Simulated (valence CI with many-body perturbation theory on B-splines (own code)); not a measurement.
The numbers below are computed, except where a source is named.
# Hyperfine factors and g values of Hg29+

Method: configuration interaction combined with many-body perturbation theory (CI+MBPT): five valence electrons over a frozen Dirac-Fock core [Kr] 4d10, a basis of 7 s, 7 p, 7 d, 7 f, 4 g, 2 h functions for each j, with the one-electron correlation potential Σ1 (screened to all orders), the two-electron term Σ2, the three-electron term Σ3, Breit, model QED; selected single and double excitations, second order for the rest (own B-spline code, finite nucleus).

The last digits are not significant, and no measured levels were compared; by estimate large intervals hold to a few tenths of a per cent, small ones and those within an open d or f shell to about a per cent. Core correlation moves these levels by up to 5400 cm⁻¹, and in measured spectra 5 to 20 % of such shifts remained as error; rates that hang on mixing are uncertain with them. Among the levels kept, up to 780 cm⁻¹ of a level comes from second order outside the variational space, and about a tenth of that is noise between levels of different J, which matters for small intervals. Only levels of the ground parity were solved; by the run's estimate the other parity begins above the list, which can be wrong where configurations are misplaced.

A/g_I is the dipole constant over the nuclear g factor μ/I (μ in nuclear magnetons, uniformly magnetised nucleus), B/Q the quadrupole constant per barn. Both hold the static response of the core; the bare values leave it out. Large factors of s and p1/2 electrons are usually good to 5 to 10 %; those of open d and f shells near neutrality can be off by tens of per cent, and small factors of p3/2, d and f electrons come from cancelling terms and can be off by a factor of two or in sign, in half-filled shells by more. B is blank for J = 1/2, where it vanishes, and for nearly pure S terms. Energies count from the lowest level.

Levels are named by their leading jj configuration (3d3/2^4 stands for four electrons in 3d with j = 3/2), which in mixed levels can hold well under half, so a name can repeat and another be missing. Letters in brackets count levels of one name in rising energy.

| Level | E (cm⁻¹) | g | A/g_I (MHz) | A/g_I bare | B/Q (MHz/b) | B/Q bare |
| --- | --- | --- | --- | --- | --- | --- |
| (4f5/2^5) J=5/2 | 0.0 | 0.509 | 7190 | 6330 | -5450 | -4900 |
| (4f5/2^4 4f7/2) J=7/2 | 22635 | 0.884 | 4660 | 4510 | -4610 | -4150 |
| (4f5/2^4 4f7/2) J=5/2 | 35404 | 1.038 | 4370 | 4620 | -2660 | -2360 |
| (4f5/2^4 4f7/2) J=3/2 [a] | 37971 | 0.924 | 5440 | 5510 | -1180 | -1030 |
| (4f5/2^3 4f7/2^2) J=9/2 [a] | 39666 | 1.058 | 3680 | 3900 | -4210 | -3810 |
| (4f5/2^4 4f7/2) J=1/2 | 41441 | -0.450 | 15700 | 13300 |  |  |
| (4f5/2^3 4f7/2^2) J=11/2 [a] | 51590 | 1.138 | 3370 | 3770 | -3920 | -3570 |
| (4f5/2^3 4f7/2^2) J=7/2 [a] | 54130 | 1.275 | 2340 | 2990 | -154 | -171 |
| (4f5/2^4 4f7/2) J=15/2 | 58347 | 1.068 | 4000 | 4280 | -618 | -679 |
| (4f5/2^4 4f7/2) J=13/2 | 59468 | 1.155 | 3400 | 3850 | -3630 | -3340 |
| (4f5/2^3 4f7/2^2) J=9/2 [b] | 68548 | 1.321 | 2110 | 2860 | 2140 | 1860 |
| (4f5/2^3 4f7/2^2) J=5/2 [a] | 73783 | 1.019 | 4210 | 4390 | -2820 | -2540 |
| (4f5/2^3 4f7/2^2) J=15/2 [a] | 80017 | 1.078 | 3680 | 3950 | -1410 | -1350 |
| (4f5/2^4 4f7/2) J=11/2 | 80686 | 1.273 | 2490 | 3150 | 3630 | 3190 |
| (4f5/2^3 4f7/2^2) J=3/2 [a] | 83354 | 0.621 | 6710 | 6090 | -90.8 | -101 |
| (4f5/2^3 4f7/2^2) J=9/2 [c] | 84448 | 0.878 | 4630 | 4460 | -2480 | -2220 |
| (4f5/2^3 4f7/2^2) J=13/2 [a] | 85997 | 0.974 | 4240 | 4290 | -1210 | -1120 |
| (4f5/2^3 4f7/2^2) J=11/2 [b] | 86834 | 1.004 | 3990 | 4090 | -1010 | -930 |
| (4f5/2^3 4f7/2^2) J=5/2 [b] | 88045 | 1.319 | 2310 | 3080 | -3280 | -2950 |
| (4f5/2^3 4f7/2^2) J=7/2 [b] | 95145 | 1.033 | 4090 | 4290 | -2780 | -2520 |
| (4f5/2^3 4f7/2^2) J=17/2 [a] | 96727 | 1.010 | 4080 | 4210 | 4220 | 3720 |
| (4f5/2^3 4f7/2^2) J=1/2 | 97704 | 0.403 | 11900 | 11300 |  |  |
| (4f5/2^3 4f7/2^2) J=3/2 [b] | 101850 | 1.929 | -3060 | -1280 | 1260 | 1090 |
| (4f5/2^3 4f7/2^2) J=9/2 [d] | 108590 | 1.058 | 3900 | 4150 | -1120 | -1040 |
| (4f5/2^3 4f7/2^2) J=15/2 [b] | 108890 | 1.000 | 4170 | 4290 | 16.5 | 4.95 |
| (4f5/2^3 4f7/2^2) J=7/2 [c] | 109080 | 0.875 | 4630 | 4460 | 1060 | 980 |
| (4f5/2^3 4f7/2^2) J=19/2 | 110650 | 1.055 | 3870 | 4100 | 5370 | 4740 |
| (4f5/2^4 4f7/2) J=9/2 | 112580 | 1.029 | 3810 | 3960 | 3010 | 2670 |
| (4f5/2^3 4f7/2^2) J=11/2 [c] | 113970 | 1.096 | 3620 | 3940 | 925 | 808 |
| (4f5/2^3 4f7/2^2) J=5/2 [c] | 115080 | 0.862 | 5590 | 5510 | 1020 | 887 |
| (4f5/2^3 4f7/2^2) J=21/2 | 115900 | 1.074 | 3840 | 4120 | 6750 | 5950 |
| (4f5/2^3 4f7/2^2) J=13/2 [b] | 116350 | 0.954 | 4470 | 4490 | -2430 | -2150 |
| (4f5/2^3 4f7/2^2) J=17/2 [b] | 118930 | 1.018 | 4210 | 4380 | -245 | -222 |
| (4f5/2^2 4f7/2^3) J=15/2 | 120070 | 1.087 | 3460 | 3730 | -260 | -281 |
| (4f5/2^3 4f7/2^2) J=7/2 [d] | 122170 | 1.431 | 1030 | 1940 | 1920 | 1680 |
| (4f5/2^3 4f7/2^2) J=13/2 [c] | 122650 | 1.089 | 3750 | 4060 | 999 | 857 |
| (4f5/2^3 4f7/2^2) J=5/2 [d] | 123530 | 1.341 | 2010 | 2800 | -1190 | -1060 |
| (4f5/2^2 4f7/2^3) J=11/2 | 126120 | 0.964 | 3970 | 3960 | -1510 | -1320 |
| (4f5/2^3 4f7/2^2) J=13/2 [d] | 127980 | 1.048 | 3680 | 3870 | -1870 | -1680 |
| (4f5/2^4 4f7/2) J=3/2 [b] | 128040 | 1.270 | 1160 | 1650 | 1880 | 1690 |

(1) Take the isotope of mass number 201, with I = 3/2, μ = -0.558 μN and Q = 0.387 b. What is the hyperfine structure of (4f5/2^3 4f7/2^2) J=9/2 [a]?

Answers

(1) From the table A = -1370 MHz, B = -1630 MHz. Shifts from the centre of gravity in MHz: F = 3: 10600, F = 4: 6160, F = 5: -348, F = 6: -9660.
